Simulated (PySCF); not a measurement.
**Spin states and ions at one geometry of [Pb(CCH)]+**

PySCF 2.14.0, RKS r2SCAN, Pb def2-SVP with ECP60, C def2-SVP, H def2-SVP; non-relativistic Hamiltonian with scalar-relativistic core potentials where named; density fitting; no spin-orbit coupling; singlets restricted, open shells unrestricted. The geometry is relaxed for charge +1, singlet, vacuum:

```xyz
4

Pb    0.0000    0.0000   -0.1847
C     0.0000    0.0000    1.9843
C     0.0000    0.0000    3.2169
H     0.0000    0.0000    4.2989
```

Energies count from the relaxed state; an electron taken off or put on is at rest in vacuum. Charges and spins are Mulliken's.

**Question.** Order these states by energy, lowest first.
A. charge +2, doublet, vacuum
B. charge +1, triplet, vacuum
C. charge +1, singlet, vacuum
D. charge 0, doublet, vacuum

**Answer.** D (-6.65 eV), C (0.00 eV), B (3.05 eV), A (15.47 eV).

**Question.** How do charge and spin on the first atom follow?

**Answer.** 
```
                     state  spin squared  charge on Pb1 (e)  spin on Pb1 (e)  dipole about the centre of mass (D)
charge +1, singlet, vacuum          0.00               1.09             0.00                                 1.16
charge +1, triplet, vacuum          2.01               0.78             0.71                                 5.46
charge +2, doublet, vacuum          0.75               1.49            -0.02                                 8.69
 charge 0, doublet, vacuum          0.76               0.29             0.96                                 0.89
```

With an electron taken off (doublet) the charges change, summed by element, by Pb +0.40 e, C +0.50 e, H +0.10 e. The vertical ionisation energy is 15.47 eV, against −ε(HOMO) = 12.37 eV of the relaxed state. The level lies 3.1 eV too high, as is usual for semilocal functionals and global hybrids, which keep a self-interaction error.

With an electron put on (doublet) the charges change, summed by element, by Pb -0.80 e, C -0.12 e, H -0.08 e. The vertical electron affinity is 6.65 eV, against −ε(LUMO) = 9.10 eV of the relaxed state.

Open shells may have lower solutions than those found.

No frequency check is given that shows the relaxed geometry to be a minimum.
